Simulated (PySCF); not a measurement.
A calculated (UHF, PySCF 2.14, aug-cc-pVDZ, no relativity, point nucleus) atom or ion has these occupied shells.

```
shell  electrons  orbital energy (eV)  rms radius, mean of both spins (bohr)
 1s α          1              -767.03                                  0.204
 1s β          1              -762.10                                  0.204
 2s α          1              -88.125                                   1.02
 2s β          1              -70.799                                   1.02
 2p α          3              -63.777                                  0.987
```

(1) Name the element and its charge.

Results:

(1) F²⁺ (fluorine, charge +2), in [He] 2s2 2p3, high-spin 4S determinant.
